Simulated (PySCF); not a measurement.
# Two-component Hartree-Fock for Au⁷⁰⁺ (gold, charge +70)

Start: [He] 2s2 2p5; 2p1/2 filled at m_j = +1/2; 2p3/2 filled at m_j = -3/2, -1/2, +1/2, +3/2. Calculated with PySCF 2.14 in an even-tempered Gaussian basis (16 s from 57 bohr⁻², ratio 2.4; 13 p from 74 bohr⁻², ratio 2.4; 5 d from 250 bohr⁻², ratio 2.6; 4 f from 380 bohr⁻², ratio 2.6): generalised Hartree-Fock with the X2C-1e Hamiltonian and a Gaussian nucleus; one run each with spin-orbit coupling (SO) screened by Boettger's factors, then bare. This is a chosen level, not necessarily the ground level.

```tsv
spinor shell	electrons	ε, screened SO (eV)	ε, bare SO (eV)	weight of nominal j (bare SO)	rms radius, bare SO (bohr)
1s1/2	2	-88157.3	-88157.4	1.000	0.0190
2s1/2	2	-20843.2	-20843.4	1.000	0.0752
2p1/2	1	-20395.6	-20440.3	1.000	0.0632
2p3/2	4	-18446.8	-18434.1	1.000	0.0709
```

```json
{"quantity": "E (hartree)", "screened SO": "-12074.53634", "bare SO": "-12074.28115"}
{"quantity": "M_J", "screened SO": "1/2", "bare SO": "1/2"}
{"quantity": "⟨J²⟩", "screened SO": "0.750", "bare SO": "0.750"}
{"quantity": "⟨L²⟩", "screened SO": "2.023", "bare SO": "2.025"}
{"quantity": "⟨S²⟩", "screened SO": "0.773", "bare SO": "0.774"}
```

Each row is a mean over spinors that exchange with the open shell spreads, by up to 22.926 eV (2p3/2).

Breit and QED terms are absent; they matter most for the inner s and p1/2 levels.

Densities and radii are taken from the X2C orbitals without a picture-change correction, which distorts them close to the nucleus.
